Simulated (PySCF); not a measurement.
Which determinant of Tl2 lies lowest?

Unrestricted PBE0; basis Tl cc-pVTZ-PP with ECP60; scalar-relativistic core potentials; PySCF 2.14. Outer shells of the fragments: Tl 5d10 6s2 6p1; Tl 5d10 6s2 6p1.

Followed along the bond (rough minima from three points):

```csv
2Ms+1,unpaired,⟨S²⟩ at the start,R at minimum (Å),Te (eV)
3,"σ ↑, π ↑",2.00,3.13,0.00
1,"σ ↑, π ↓",1.01,3.13,0.19
3,π ↑↑,2.00,2.88,0.26
1,none,0.00,3.41,0.34
1,π ↑↓,1.00,2.89,0.42
```

Solutions found at the starting distance of 2.860 Å, counted from the lowest of them; the search is not exhaustive and high or unbound solutions are not listed, so other states can lie among these:

| 2Ms+1 | unpaired | term | E (eV) | ⟨S²⟩ | ⟨Lz²⟩ |
| --- | --- | --- | --- | --- | --- |
| 3 | σ ↑, π ↑ | ³Π | 0.00 | 2.00 | 1.00 |
| 3 | π ↑↑ | ³Σ⁻ | 0.14 | 2.00 | 0.00 |
| 1 | σ ↑, π ↓ | mixed | 0.19 | 1.01 | 1.00 |
| 1 | π ↑↓ | mixed | 0.31 | 1.00 | 2.01 |
| 1 | none | ¹Σ⁺ | 0.67 | 0.00 | 0.00 |
| 1 | none | mixed | 0.72 | 0.00 | 2.00 |
| 3 | π ↑↑ | mixed | 1.75 | 2.00 | 2.01 |
| 3 | σ ↑↑ | ³Σ⁺ | 3.37 | 2.00 | 0.00 |
| 3 | σ ↑↑, π ↑↓ | mixed | 4.98 | 3.00 | 2.01 |
| 3 | σ ↑↑ | mixed | 5.39 | 2.01 | 2.00 |

A term symbol is given only where ⟨S²⟩ and ⟨Lz²⟩ are close to those of a pure state; real π, δ and φ orbitals otherwise mix terms, and g/u labels are left off.

These are scalar-relativistic numbers at best; spin–orbit coupling would shift them, the dissociation energy most.
